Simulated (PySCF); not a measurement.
**How methods differ on the interval between two levels of V**

V [Ar] 3d3 4s2 [4F9/2, M_J = 9/2] → V [Ar] 3d2 4s2 4p1 [4G11/2, M_J = 11/2], as a difference of total energies. All numbers are calculated (PySCF 2.14, the two-component X2C-1e Hamiltonian, in x2c-SVPall-2c with one added diffuse shell each of s, d type (6s5p4d1f, 48 functions)). Correlated levels: [Ne] frozen; the 6 highest virtual spinors dropped. "Screened" scales the spin-orbit matrix elements by Boettger's factors to mimic the two-electron term; Breit and QED terms are absent.

```json
{"method": "GHF (spin-free)", "interval between two levels (cm⁻¹)": "49230"}
{"method": "GMP2 (spin-free)", "interval between two levels (cm⁻¹)": "49235"}
{"method": "GHF (screened spin-orbit)", "interval between two levels (cm⁻¹)": "49444"}
{"method": "GMP2 (screened spin-orbit)", "interval between two levels (cm⁻¹)": "49450"}
```

The labels give the starting determinants; with spin-orbit coupling the two ends relaxed to ⟨J²⟩ = 24.77, ⟨L²⟩ = 12.01, ⟨S²⟩ = 3.76 and ⟨J²⟩ = 35.90, ⟨L²⟩ = 20.09, ⟨S²⟩ = 3.81.
